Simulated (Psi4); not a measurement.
potassium atom (K), doublet; Psi4 with WB97X/6-31G**.

The Psi4 input:
```
memory 2 GB

molecule {
0 2
  K     0.00000000    0.00000000    0.00000000
}

set basis 6-31g**
set reference uks

energy('wb97x')
print_variables()
```

Output, abridged:

```
   => Loading Basis Set <=

    Name: 6-31G**
    Role: ORBITAL
    Keyword: BASIS

         ---------------------------------------------------------
                                   SCF
               by Justin Turney, Rob Parrish, Andy Simmonett
                          and Daniel G. A. Smith
                              UKS Reference
         ---------------------------------------------------------

  ==> Geometry <==

    Molecular point group: d2h
    Geometry (in Angstrom), charge = 0, multiplicity = 2:

       Center              X                  Y                   Z               Mass
    ------------   -----------------  -----------------  -----------------  -----------------
         K            0.000000000000     0.000000000000     0.000000000000    38.963706486400

  Running in d2h symmetry.

  Rotational constants: A = ************  B = ************  C = ************ [cm^-1]
  Rotational constants: A = ************  B = ************  C = ************ [MHz]
  Nuclear repulsion =    0.000000000000000

  Charge       = 0
  Multiplicity = 2
  Electrons    = 19
  Nalpha       = 10
  Nbeta        = 9

  ==> Algorithm <==

  SCF Algorithm Type is DF.
  DIIS enabled.
  MOM disabled.
  Fractional occupation disabled.
  Guess Type is CORE.
  Energy threshold   = 1.00e-06
  Density threshold  = 1.00e-06
  Integral threshold = 1.00e-12

  ==> Primary Basis <==

  Basis Set: 6-31G**
    Blend: 6-31G**
    Number of shells: 10
    Number of basis functions: 23
    Number of Cartesian functions: 23
    Spherical Harmonics?: false
    Max angular momentum: 2

  ==> DFT Potential <==

   => LibXC <=

    Version 7.1.2
    S. Lehtola, C. Steigemann, M. J. T. Oliveira, and M. A. L. Marques,  SoftwareX 7, 1–5 (2018) (10.1016/j.softx.2017.11.002)

   => Composite Functional: WB97X <=

    wB97X Hyb-GGA Exchange-Correlation Functional

    J.-D. Chai and M. Head-Gordon,  J. Chem. Phys. 128, 084106 (2008) (10.1063/1.2834918)

    Deriv               =              1
    GGA                 =           TRUE
    Meta                =          FALSE

    Exchange Hybrid     =           TRUE
    MP2 Hybrid          =          FALSE

   => Exchange-Correlation Functionals <=

    1.0000   wB97X range-separated functional

   => Exact (HF) Exchange <=

    0.8423            HF,LR [omega = 0.3000]
    0.1577               HF

   => LibXC Density Thresholds  <==

    XC_HYB_GGA_XC_WB97X:  1.00E-14

   => Molecular Quadrature <=

    Radial Scheme          =       TREUTLER
    Pruning Scheme         =           NONE
    Nuclear Scheme         =       TREUTLER

    Blocking Scheme        =         OCTREE
    BS radius alpha        =              1
    Pruning alpha          =              1
    Radial Points          =             75
    Spherical Points       =            302
    Total Points           =          21140
    Total Blocks           =            250
    Max Points             =            252
    Max Functions          =             23
    Weights Tolerance      =       1.00E-15

   => Loading Basis Set <=

    Name: (6-31G** AUX)
    Role: JKFIT
    Keyword: DF_BASIS_SCF

  ==> Integral Setup <==

  SCF_SUBTYPE=INCORE selected. In-core MEM_DF algorithm will be used.
  Using in-core AOs.

  ==> MemDFJK: Density-Fitted J/K Matrices <==

    J tasked:                   Yes
    K tasked:                   Yes
    wK tasked:                  Yes
    Omega:                3.000E-01
    Algorithm:                 Core
    Schwarz Cutoff:           1E-12
    Mask sparsity (%):       0.0000
    Fitting Condition:        1E-10

   => Auxiliary Basis Set <=

  Basis Set: (6-31G** AUX)
    Blend: DEF2-UNIVERSAL-JKFIT
    Number of shells: 44
    Number of basis functions: 203
    Number of Cartesian functions: 203
    Spherical Harmonics?: false
    Max angular momentum: 4

  Minimum eigenvalue in the overlap matrix is 5.6588287990E-02.
  Reciprocal condition number of the overlap matrix is 1.8018335939E-02.
    Using symmetric orthogonalization.

  ==> Pre-Iterations <==

  SCF Guess: Core (One-Electron) Hamiltonian.

   -------------------------------------------------------
    Irrep   Nso     Nmo     Nalpha   Nbeta   Ndocc  Nsocc
   -------------------------------------------------------
     Ag         8       8       4       3       3       1
     B1g        1       1       0       0       0       0
     B2g        1       1       0       0       0       0
     B3g        1       1       0       0       0       0
     Au         0       0       0       0       0       0
     B1u        4       4       2       2       2       0
     B2u        4       4       2       2       2       0
     B3u        4       4       2       2       2       0
   -------------------------------------------------------
    Total      23      23      10       9       9       1
   -------------------------------------------------------

  ==> Iterations <==

                           Total Energy        Delta E     RMS |[F,P]|

   @DF-UKS iter   1:  -599.37572372087175   -5.99376e+02   5.62144e-02 DIIS/ADIIS
   @DF-UKS iter   2:  -599.85189176324661   -4.76168e-01   7.95481e-03 DIIS/ADIIS
   @DF-UKS iter   3:  -599.86525380543299   -1.33620e-02   1.84071e-03 DIIS/ADIIS
   @DF-UKS iter   4:  -599.86641625821608   -1.16245e-03   4.51833e-04 DIIS/ADIIS
   @DF-UKS iter   5:  -599.86652760016761   -1.11342e-04   2.12476e-04 DIIS/ADIIS
   @DF-UKS iter   6:  -599.86653524562485   -7.64546e-06   8.29730e-05 DIIS
   @DF-UKS iter   7:  -599.86653876269270   -3.51707e-06   1.22085e-05 DIIS
   @DF-UKS iter   8:  -599.86653881390907   -5.12164e-08   1.83314e-06 DIIS
   @DF-UKS iter   9:  -599.86653881421523   -3.06159e-10   6.50160e-07 DIIS
  Energy and wave function converged.

  ==> Post-Iterations <==

   Electrons on quadrature grid:
      Nalpha   =    9.9999991484 ; deviation = -8.516e-07
      Nbeta    =    8.9999991488 ; deviation = -8.512e-07
      Ntotal   =   18.9999982973 ; deviation = -1.703e-06

   @Spin Contamination Metric:   3.723093732E-04
   @S^2 Expected:                7.500000000E-01
   @S^2 Observed:                7.503723094E-01
   @S   Expected:                5.000000000E-01
   @S   Observed:                5.000000000E-01

    Orbital Energies [Eh]
    ---------------------

    Alpha Occupied:

       1Ag  -129.734056     2Ag   -13.303755     1B2u  -10.644459
       1B1u  -10.644459     1B3u  -10.644459     3Ag    -1.517587
       2B3u   -0.869644     2B2u   -0.869644     2B1u   -0.869644
       4Ag    -0.149266

    Alpha Virtual:

       3B3u    0.015821     3B2u    0.015821     3B1u    0.015821
       5Ag     0.070751     4B3u    0.099238     4B2u    0.099238
       4B1u    0.099238     6Ag     0.348393     7Ag     0.348393
       1B3g    0.348393     1B2g    0.348393     1B1g    0.348393
       8Ag     0.422916

    Beta Occupied:

       1Ag  -129.733546     2Ag   -13.303157     1B2u  -10.644118
       1B1u  -10.644118     1B3u  -10.644118     3Ag    -1.516302
       2B3u   -0.869458     2B2u   -0.869458     2B1u   -0.869458

    Beta Virtual:

       4Ag     0.149544     3B1u    0.206770     3B2u    0.206770
       3B3u    0.206770     5Ag     0.246195     4B3u    0.322448
       4B2u    0.322449     4B1u    0.322449     6Ag     0.358856
       7Ag     0.358856     1B3g    0.358856     1B2g    0.358856
       1B1g    0.358856     8Ag     0.586880

    Final Occupation by Irrep:
             Ag   B1g   B2g   B3g    Au   B1u   B2u   B3u
    DOCC [     3,    0,    0,    0,    0,    2,    2,    2 ]
    SOCC [     1,    0,    0,    0,    0,    0,    0,    0 ]
    NA   [     4,    0,    0,    0,    0,    2,    2,    2 ]
    NB   [     3,    0,    0,    0,    0,    2,    2,    2 ]

  @DF-UKS Final Energy:  -599.86653881421523

   => Energetics <=

    Nuclear Repulsion Energy =              0.0000000000000000
    One-Electron Energy =                -823.8278782312445401
    Two-Electron Energy =                 249.6840461252743353
    DFT Exchange-Correlation Energy =     -25.7227067082450063
    Empirical Dispersion Energy =           0.0000000000000000
    VV10 Nonlocal Energy =                  0.0000000000000000
    Total Energy =                       -599.8665388142152324

  UHF NO Occupations:
  HONO-2 :    2B2u 1.9999391
  HONO-1 :    2B1u 1.9999391
  HONO-0 :    4 Ag 1.0000000
  LUNO+0 :    3B1u 0.0000609
  LUNO+1 :    3B2u 0.0000609
  LUNO+2 :    3B3u 0.0000609
  LUNO+3 :    5 Ag 0.0000033

Computation Completed

Properties will be evaluated at   0.000000,   0.000000,   0.000000 [a0]

Properties computed using the SCF density matrix

 Multipole Moments:

 ------------------------------------------------------------------------------------
     Multipole            Electronic (a.u.)      Nuclear  (a.u.)        Total (a.u.)
 ------------------------------------------------------------------------------------

 L = 1.  Multiply by 2.5417464519 to convert [e a0] to [Debye]
 Dipole X            :          0.0000000            0.0000000            0.0000000
 Dipole Y            :          0.0000000            0.0000000            0.0000000
 Dipole Z            :          0.0000000            0.0000000            0.0000000
 Magnitude           :                                                    0.0000000

 ------------------------------------------------------------------------------------

  Variable Map:
  ----------------------------------------------------------------------------
  "CURRENT ENERGY"              =>    -599.866538814215
  "CURRENT REFERENCE ENERGY"    =>    -599.866538814215
  "DD SOLVATION ENERGY"         =>       0.000000000000
  "DFT FUNCTIONAL TOTAL ENERGY" =>    -599.866538814215
  "DFT TOTAL ENERGY"            =>    -599.866538814215
  "DFT VV10 ENERGY"             =>       0.000000000000
  "DFT XC ENERGY"               =>     -25.722706708245
  "GRID ELECTRONS ALPHA"        =>       9.999999148449
  "GRID ELECTRONS BETA"         =>       8.999999148808
  "GRID ELECTRONS TOTAL"        =>      18.999998297257
  "NUCLEAR REPULSION ENERGY"    =>       0.000000000000
  "ONE-ELECTRON ENERGY"         =>    -823.827878231245
  "PCM POLARIZATION ENERGY"     =>       0.000000000000
  "PE ENERGY"                   =>       0.000000000000
  "SCF ITERATION ENERGY"        =>    -599.866538814215
  "SCF ITERATIONS"              =>       9.000000000000
  "SCF TOTAL ENERGY"            =>    -599.866538814215
  "TWO-ELECTRON ENERGY"         =>     249.684046125274
  "XC GRID RADIAL POINTS"       =>      75.000000000000
  "XC GRID SPHERICAL POINTS"    =>     302.000000000000
  "XC GRID TOTAL POINTS"        =>   21140.000000000000

  Array Variable Map:
  ----------------------------------------------------------------------------
  "CURRENT DIPOLE"              =>       0.000000000000 ... 0.000000000000 1 by 3
  "SCF DIPOLE"                  =>       0.000000000000 ... 0.000000000000 1 by 3
  "SCF TOTAL ENERGIES"          =>    -599.375723720872 ... -599.866538814215 1 by 9
```
